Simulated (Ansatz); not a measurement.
Cost and result up the ladder for Te₆Mo₃ (9 atoms). Charge 0, multiplicity 1. Geometry: PBE-D4/def2-SVP.

```csv
atom,x (Å),y (Å),z (Å)
Mo1,0.2641,0.1798,1.2082
Mo2,1.2529,0.4863,-0.8693
Mo3,-1.3595,-0.3014,-0.9152
Te4,1.9161,-0.6096,3.1302
Te5,-1.3796,-1.9060,1.1598
Te6,-0.6151,2.2943,-0.2468
Te7,0.3611,-1.2587,-2.6737
Te8,3.1801,0.7627,0.9712
Te9,-3.6201,0.3525,-1.7644
```

Ansatz; hardware A = 2 threads of AMD EPYC 7R13 on a shared host and a share (18 GiB) of an NVIDIA H100 80GB HBM3; B = 2 threads of AMD EPYC 7R13 on a shared host. Times are rough, and most runs start from the orbitals of an earlier one. No level here is sound enough to serve as a yardstick. Binding counts from free atoms at the same level (Mo septet, Te triplet; other spins of the atoms weren't run), without zero-point energy or a counterpoise term.

In the def2 sets Mo, Te take a core potential; there is no spin–orbit coupling. LC-ωPBE has ω = 0.4 bohr⁻¹. Correlated methods freeze 24 core orbitals; core or outer-core shells of Mo, Te are correlated, in sets that lack core-valence functions. Single mean-field runs in def2-TZVP are fitted with def2-universal-jkfit.

Run but left out: BHLYP-D4/def2-TZVP (restricted singlet, unstable in another Hartree–Fock run and untested here); MP2/def2-TZVP, CCSD(T)/def2-SVP (restricted singlet, unstable towards broken spin symmetry).

Correlated methods converge slowly with the basis.

```csv
level,functions,wall time,binding energy per atom (eV),remarks
PBE-D4/def2-TZVP [A],420,3.6 s,3.49,restricted SCF unstable in HF
LC-ωPBE/def2-TZVP [A],420,3.7 s,2.45,restricted SCF unstable in HF
r2SCAN-D4/def2-TZVP [A],420,4.1 s,3.03,restricted SCF unstable in HF
r2SCANh-D4/def2-TZVP (with forces) [A],420,4.8 s,2.87,restricted SCF unstable in HF
PBE0-D4/def2-TZVP (with forces) [A],420,5.5 s,2.99,restricted SCF unstable in HF
RPA@PBE/def2-TZVP [A],420,14 s,2.91,restricted SCF unstable in HF
PBE-D4/def2-SVP [B],249,14 s,3.48,restricted SCF unstable in HF
PBE0-D4/def2-SVP [B],249,31 s,2.96,restricted SCF unstable in HF
```
